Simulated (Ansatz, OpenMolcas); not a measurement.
# A ladder of methods for GeH2O2 (SMILES [OH][Ge][OH])

GeH2O2: 5 atoms, total charge 0, spin state singlet. As SMILES, `[OH][Ge][OH]`. The coordinates come from a PBE0-D4/def2-TZVP relaxation. This is one conformer, not always the lowest.

Quantity: the HOMO–LUMO gap, in eV. The values are calculated.

```csv
level,kind,program,value (eV),CPU time
SVWN5/def2-SVPD,LDA,Ansatz,4.44,2.3 s
BLYP/def2-SVPD,GGA,Ansatz,4.48,3.2 s
PBE/def2-SVPD,GGA,Ansatz,4.48,3 s
r2SCAN/def2-SVPD,meta-GGA,Ansatz,4.83,5.5 s
BHLYP/def2-SVPD,global hybrid,OpenMolcas,8.26,32 s
r2SCAN0/def2-SVPD,hybrid meta-GGA,Ansatz,6.63,7 s
HSE06/def2-SVPD,range-separated hybrid,Ansatz,5.60,4.3 s
wB97M-V/def2-SVPD,range-separated hybrid,Ansatz,10.63,23 s
```

All-electron rows without a relativistic Hamiltonian named are non-relativistic. The values span 4.44 to 10.63 eV. Orbital gaps aren't excitation energies; they tend to grow with the share of exact exchange. CPU times are rough (shared hosts, several kinds of processor and program).
